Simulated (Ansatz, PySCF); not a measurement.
MoOCl2, SMILES [O]=[Mo]([Cl])[Cl] (connectivity only; charge and spin as stated), neutral, multiplicity 3. Atoms are numbered in the order given.

```xyz
4

Mo    -0.2943     0.0041     0.0000
O     -1.9369     0.0120     0.0000
Cl     0.8441    -1.9729     0.0000
Cl     0.8631     1.9700     0.0000
```
Charge 0, spin multiplicity 3.

The structure is a stationary point at PBE0-D3(BJ)/def2-SVP. The multiplicity is an assumed one; other spin states were not compared. The def2 effective core potentials stand for the cores of Mo; spin–orbit coupling is left out.

Two levels are set side by side: PBE-D3(BJ)/def2-SVP (Ansatz, a first-principles code) and PBE0-D3(BJ)/def2-SVP (Ansatz). Each level has its own optimised geometry; the coordinates shown are those of the second. Frequencies come from the Hessian of PySCF at each geometry. Differences are taken from unrounded values.

| quantity | PBE0-D3(BJ) |
|---|---|
| mean bond length (Å) | 2.068 |
| bond Mo1–O2 (Å) | 1.643 |
| bond Mo1–Cl3 (Å) | 2.281 |
| bond Mo1–Cl4 (Å) | 2.281 |
| highest harmonic wavenumber (cm⁻¹) | 1089 |
| mean harmonic wavenumber (cm⁻¹) | 384 |
| zero-point energy (kcal/mol) | 3.30 |

### Question
What does PBE-D3(BJ) give, and how far is it from PBE0-D3(BJ)? (The exact figures need the calculation; the answer reports its results.)

### Answer

```tsv
quantity	PBE-D3(BJ)	PBE-D3(BJ) minus PBE0-D3(BJ)
mean bond length (Å)	2.080	0.012
bond Mo1–O2 (Å)	1.667	0.025
bond Mo1–Cl3 (Å)	2.287	0.006
bond Mo1–Cl4 (Å)	2.287	0.006
highest harmonic wavenumber (cm⁻¹)	1031	-58
mean harmonic wavenumber (cm⁻¹)	368	-16
zero-point energy (kcal/mol)	3.16	-0.14
```

Exact exchange shortens and stiffens bonds; PBE has none. Differences between two approximate levels are no errors against the true value.
